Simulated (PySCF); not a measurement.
GeF2, SMILES [F][Ge][F] (connectivity only; charge and spin as stated), neutral, multiplicity 1.

Coordinates come from a B3LYP-D3(BJ)/def2-TZVP optimisation. The isomer is the one that the SMILES or the coordinates give; other isomers of the formula were not compared.

These are TDA-ωB97X/def2-SVPD (PySCF) values and carry that method's errors.

Vertical excitations. Isolated molecule, no solvent. State labels are in the subgroup C2v.

Q: Estimate the UV-visible absorptions. (An estimate is asked for; the answer gives what the named calculation found.)

A: 
```csv
state,symmetry,energy (eV),λ (nm),f,main pairs
S1,B1,5.73,217,0.164,HOMO→LUMO 96 %
S2,A2,7.18,173,0.000,HOMO−1→LUMO 98 %
S3,B2,7.87,158,0.042,"HOMO−2→LUMO 62 %, HOMO→LUMO+1 36 %"
S4,B1,8.30,149,0.024,HOMO−4→LUMO 97 %
S5,A1,8.51,146,0.159,"HOMO→LUMO+2 61 %, HOMO−3→LUMO 36 %"
S6,B2,8.74,142,0.417,"HOMO→LUMO+1 58 %, HOMO−2→LUMO 30 %"
S7,A2,8.89,139,0.000,HOMO−5→LUMO 97 %
S8,A1,9.06,137,0.297,"HOMO−3→LUMO 51 %, HOMO→LUMO+2 27 %, HOMO→LUMO+3 10 %"
S9,A1,9.53,130,0.000,HOMO→LUMO+3 87 %
S10,A1,10.11,123,0.054,HOMO−1→LUMO+1 86 %
T1,B1,3.90,318,0,HOMO→LUMO 98 %
T2,B2,6.67,186,0,HOMO→LUMO+1 94 %
T3,A2,7.04,176,0,HOMO−1→LUMO 98 %
T4,B2,7.22,172,0,HOMO−2→LUMO 97 %
```
Triplets are in the Tamm–Dancoff approximation.
